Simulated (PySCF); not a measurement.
**C₆ coefficients of unlike pairs at PBE0**

Calculated with PySCF 2.14 from the dipole response of each species, C₆(A,B) = (3/π) ∫ α_A(iu) α_B(iu) du, in atomic units, from isotropic polarisabilities. For ions this is the dispersion term alone; charge-induced terms of lower order in 1/R come first.

```json
{"species": "Ni²⁺", "configuration": "[Ar] 3d8 (3F)", "basis": "aug-cc-pVDZ-DK (7s6p4d2f)", "relativity": "spin-free X2C", "α (bohr³)": "3.136", "C₆ (like pair)": "8.682"}
{"species": "Co", "configuration": "[Ar] 3d7 4s2 (4F)", "basis": "aug-cc-pVQZ (9s8p6d4f3g2h)", "relativity": "none", "α (bohr³)": "58.91", "C₆ (like pair)": "511.7"}
{"species": "Zr⁺", "configuration": "[Kr] 4d2 5s1 (4F)", "basis": "aug-cc-pVDZ-PP with ECP28MDF (5s5p4d2f)", "relativity": "core potential", "α (bohr³)": "63.30", "C₆ (like pair)": "555.9"}
{"species": "Zn", "configuration": "[Ar] 3d10 4s2 (1S)", "basis": "aug-cc-pVDZ-DK (7s6p4d2f)", "relativity": "spin-free X2C", "α (bohr³)": "40.17", "C₆ (like pair)": "290.1"}
```

(1) Estimate C₆ for Zr⁺ with Co.

No spin-orbit coupling is included.

The other pairs:

```csv
pair,C₆
"Zn, Zr⁺",399.5
"Zn, Ni²⁺",39.51
"Zn, Co",383.7
"Co, Ni²⁺",49.47
"Zr⁺, Ni²⁺",52.47
```

Results:

(1) The integral gives 532.7. The combination rule 2 C_A C_B / (C_A α_B/α_A + C_B α_A/α_B) gives 533.1 and the geometric mean 533.3.
